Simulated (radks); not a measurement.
Spherical quantum dot in the effective-mass picture: electrons in a parabolic well V = omega^2 r^2 / 2 with omega = 3.45, with a point charge +2 (a donor) at the centre, all in effective atomic units (hartree* = m*/eps^2 hartree, bohr* = eps/m* bohr), one dielectric constant everywhere. Calculated with a radial shooting solver with Libxc functionals: non-relativistic Kohn-Sham, LDA (Slater exchange, Perdew-Wang correlation), spin-polarised, spherical densities. Levels are named by radial order and angular momentum (1s, 1p, 1d, 2s, ...), and open shells are averaged over m. Each electron was tried in the lowest free levels, single moves between levels near the top were tried too, and the lowest total energy was kept; such a search can miss a lower state. At N = 1 the Hartree and exchange-correlation terms need not cancel, so that row can carry a self-interaction error.

N	open shells	2S	E (hartree*)	mu = E(N) - E(N-1) (hartree*)	addition energy mu(N+1) - mu(N) (hartree*)	rms radius (bohr*)
1	1s(up 1, down 0)	1	0.312135	0.31214	1.827	0.5194
2	none	0	2.45120	2.1391	6.037	0.5457
3	1p(up 1, down 0)	1	10.6268	8.1756	0.9731	0.6576
4	1p(up 2, down 0)	2	19.7756	9.1488	0.9959	0.7142
5	1p(up 3, down 0)	3	29.9203	10.145	1.286	0.7517
6	1p(up 3, down 1)	2	41.3507	11.430	0.9159	0.7818
7	1p(up 3, down 2)	1	53.6970	12.346	0.9322	0.8062
8	none	0	66.9755	13.278	3.078	0.8273
9	2s(up 1, down 0)	1	83.3315	16.356	0.9362	0.8615
10	none	0	100.624	17.292	1.637	0.8903
11	1d(up 1, down 0)	1	119.554	18.930	0.7763	0.9166
12	1d(up 2, down 0)	2	139.260	19.706	0.7744	0.9397
13	1d(up 3, down 0)	3	159.740	20.481	0.7710	0.9602
14	1d(up 4, down 0)	4	180.992	21.251	0.7665	0.9787
15	1d(up 5, down 0)	5	203.010	22.018	0.9632	0.9957
16	1d(up 5, down 1)	4	225.991	22.981	0.7351	1.012
17	1d(up 5, down 2)	3	249.707	23.716	0.7338	1.027
18	1d(up 5, down 3)	2	274.157	24.450	0.7312	1.041
19	1d(up 5, down 4)	1	299.339	25.181	0.7276	1.054
20	none	0	325.248	25.909	3.273	1.067
21	1f(up 1, down 0)	1	354.430	29.182	0.6582	1.084
22	1f(up 2, down 0)	2	384.270	29.840	0.6564	1.101
23	1f(up 3, down 0)	3	414.767	30.497	0.6541	1.116
24	1f(up 4, down 0)	4	445.917	31.151	0.6516	1.130
25	1f(up 5, down 0)	5	477.720	31.802	0.6488	1.144
26	1f(up 6, down 0)	6	510.171	32.451	0.6459	1.157
27	1f(up 7, down 0)	7	543.268	33.097	0.6955	1.170
28	1f(up 7, down 0) 2p(up 1, down 0)	8	577.061	33.793	0.6608	1.181
29	1f(up 7, down 0) 2p(up 2, down 0)	9	611.514	34.453	0.6589	1.193
30	1f(up 7, down 0) 2p(up 3, down 0)	10	646.626	35.112	0.7313	1.204
31	1f(up 7, down 1) 2p(up 3, down 0)	9	682.470	35.844	0.6173	1.215
32	1f(up 7, down 2) 2p(up 3, down 0)	8	718.931	36.461	0.6159	1.225
33	1f(up 7, down 3) 2p(up 3, down 0)	7	756.008	37.077	0.6142	1.235
34	1f(up 7, down 4) 2p(up 3, down 0)	6	793.699	37.691	0.6122	1.245
35	1f(up 7, down 5) 2p(up 3, down 0)	5	832.002	38.303	-	1.254

All shells are closed at N = 2, 8, 10, 20 (there: 1s2 1p6 1d10 2s2); the second difference of the energy has clear peaks (12 % above both neighbours; the first and last values, which can be the largest, are not judged, and half-filled shells can peak too) at N = 2, 5, 8, 10, 15, 20.
